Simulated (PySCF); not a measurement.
Ligand exchange on a metal centre used in film growth or etching (Zn H-SH). All species are isolated molecules in the gas phase. One relaxed conformer stands for each flexible species; it need not be the lowest.

Level of theory: TPSSh-D3(BJ)/def2-TZVP // PBE-D3(BJ)/def2-SVP in PySCF 2.14.0. 

| species | HOMO–LUMO gap (eV) | HOMO (eV) |
|---|---|---|
| 0 of 2 H replaced by SH ([Zn(H)2]) | 6.55 | -7.49 |
| 1 of 2 H replaced by SH ([Zn(H)(SH)]) | 5.60 | -6.65 |
| 2 of 2 H replaced by SH | 5.47 | -6.87 |
